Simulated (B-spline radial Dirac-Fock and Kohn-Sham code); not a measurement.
# Binding energies of Gd²¹⁺ at several levels of theory

System: the Gd²¹⁺ ion, 1s2 2s2 2p6 3s2 3p6 3d10 4s2 4p6 4d7.

The density-functional columns are spherical, spin-unpolarised Dirac-Kohn-Sham results without Breit or QED terms: −ε is minus the orbital energy of the initial state and ΔSCF the difference of two total energies. The reference in the last column comes from multi-electron Dirac-Fock with separately optimised hole states, Breit and Lamb-shift corrections added in first order. All numbers are from a radial atomic solver, in eV; a selection of levels is shown. For the 1s level of heavy atoms much of the gap between ΔSCF and the reference is the Breit and QED part, -215.9 eV here; for other levels the error of the functional can be larger.

```
level   LDA −ε  LDA ΔSCF  Dirac-Fock
    K  50577.5   51051.0     50848.1
   L1   8835.7    8934.6      8994.3
   L2   8423.1    8544.4      8543.5
   L3   7728.2    7838.7      7855.9
   M1   2406.0    2446.0      2491.5
   M2   2227.3    2269.0      2297.6
   M3   2083.7    2123.5      2152.9
   M5   1743.3    1787.2      1792.2
   N1    898.3     919.3       936.4
   N2    826.6     847.4       855.2
   N3    789.1     809.2       817.8
 N4,5    665.0     684.8       683.2
```

Values without a named source are computed, but for edge energies of neutral atoms, which are taken from tables.
